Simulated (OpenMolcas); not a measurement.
**Computed transition rates of Os**

* Program: OpenMolcas 26.06
* Method: MS-CASPT2, IPEA 0.25 Eh, imaginary shift 0.1 Eh (closed shells correlated: 5s 5p)
* Basis: ANO-R3 [10s7p6d4f3g2h]
* Scalar Hamiltonian: X2C, finite nucleus
* Active space: 8 electrons in 6 orbitals (5d 6s)
* State averaging: 2S+1 = 5 even, 15 roots; 2S+1 = 3 even, 80 roots kept (CI in the orbitals of an earlier block); 2S+1 = 1 even, 58 roots kept (CI in the orbitals of an earlier block)
* Spin-orbit coupling: RASSI with atomic mean-field integrals over the reference wave functions, term energies averaged over their components

Rates come from the transition moments of the reference wave functions (E1 and E2 in the length form). At fixed line strength A goes as λ^-3 for E1 and M1 and as λ^-5 for E2, so a rate at the computed wavelength can be rescaled to the measured one. Measured vacuum wavelengths follow from level energies in NIST Handbook of Basic Atomic Spectroscopic Data. Branching counts decays inside the model space alone, at computed energies, and the table is only a selection of the E2 and M1 lines, drawn from those between levels with measured partners whose computed energy lies within a factor of 1.5 of the measured one.

```json
{"Upper": "5d⁶ 6s² ⁵D₁", "Lower": "5d⁶ 6s² ⁵D₂ [59 %]", "Type": "M1", "λ computed (nm)": "4219", "λ measured (nm)": "3305", "A computed (s-1)": "8.65e-01", "A rescaled (s-1)": "1.80e+00", "Branching %": "100.0"}
{"Upper": "5d⁷ 6s ⁵F₃", "Lower": "5d⁷ 6s ⁵F₄ [64 %]", "Type": "M1", "λ computed (nm)": "3029", "λ measured (nm)": "3795", "A computed (s-1)": "1.71e+00", "A rescaled (s-1)": "8.69e-01", "Branching %": "81.3"}
{"Upper": "5d⁶ 6s² ⁵D₂ [59 %]", "Lower": "5d⁶ 6s² ⁵D₄", "Type": "E2", "λ computed (nm)": "2863", "λ measured (nm)": "3649", "A computed (s-1)": "3.02e-05", "A rescaled (s-1)": "8.98e-06", "Branching %": "100.0"}
{"Upper": "5d⁷ 6s ⁵F₄ [64 %]", "Lower": "5d⁷ 6s ⁵F₅", "Type": "M1", "λ computed (nm)": "2754", "λ measured (nm)": "2779", "A computed (s-1)": "1.37e+00", "A rescaled (s-1)": "1.33e+00", "Branching %": "64.8"}
{"Upper": "5d⁶ 6s² ⁵D₃", "Lower": "5d⁶ 6s² ⁵D₄", "Type": "M1", "λ computed (nm)": "2623", "λ measured (nm)": "2404", "A computed (s-1)": "1.81e+00", "A rescaled (s-1)": "2.35e+00", "Branching %": "99.9"}
{"Upper": "5d⁷ 6s ⁵F₅", "Lower": "5d⁶ 6s² ⁵D₄", "Type": "E2", "λ computed (nm)": "1549", "λ measured (nm)": "1944", "A computed (s-1)": "9.64e-03", "A rescaled (s-1)": "3.10e-03", "Branching %": "84.3"}
{"Upper": "5d⁷ 6s ⁵F₂ [61 %]", "Lower": "5d⁶ 6s² ⁵D₁", "Type": "M1", "λ computed (nm)": "1132", "λ measured (nm)": "1427", "A computed (s-1)": "2.88e-01", "A rescaled (s-1)": "", "Branching %": "31.5"}
{"Upper": "5d⁷ 6s ⁵F₄ [64 %]", "Lower": "5d⁶ 6s² ⁵D₄", "Type": "M1", "λ computed (nm)": "991.3", "λ measured (nm)": "1144", "A computed (s-1)": "6.49e-01", "A rescaled (s-1)": "", "Branching %": "30.8"}
{"Upper": "5d⁷ 6s ⁵F₂ [61 %]", "Lower": "5d⁶ 6s² ⁵D₂ [59 %]", "Type": "M1", "λ computed (nm)": "892.7", "λ measured (nm)": "996.6", "A computed (s-1)": "2.75e-01", "A rescaled (s-1)": "", "Branching %": "30.1"}
```

Spin-changing lines and M1 lines between different terms are not rescaled, since their strength hangs on the term gaps too.

The largest correction is for 5d⁶ 6s² ⁵D₂ [59 %] → 5d⁶ 6s² ⁵D₄ (E2): 3.02e-05 × (2863 / 3649)^5 = 8.98e-06 s-1, a factor of 0.30.

The computed order of these levels differs from the measured one in 1 place, and where term gaps are wrong the rates of spin-changing lines can be off by large factors.

No measured rate stands beside these. Rescaling mends the energy factor alone: line strengths can still be far off where a level mixes with configurations outside the active space, and weak or spin-changing lines hang on small mixing coefficients that depend on the term gaps too, so rescaling need not improve them.

CASPT2 breaks the degeneracy within a term, and the mean is taken; among the terms shown or strongly mixed into the levels shown the widest spread is 810 cm-1 (5d⁷ 6s ⁵F). Blocks of more than 70 roots (2S+1 = 3 even) ran without multistate coupling. Configurations are named by rounded mean occupations; where the s occupation lies near a half they are strongly mixed, a name can repeat and a true partner stay unpaired. A single d shell beside an s shell can misplace configurations of different d count against each other. Computed and measured levels are paired by configuration, term and J; levels that our copy of the source lacks, or whose pairing is in doubt (as where it misses far off the trend of its configuration), stay unpaired. Only configurations of the active space appear.

A share in square brackets marks a mixed level and gives the weight of the term that names it.
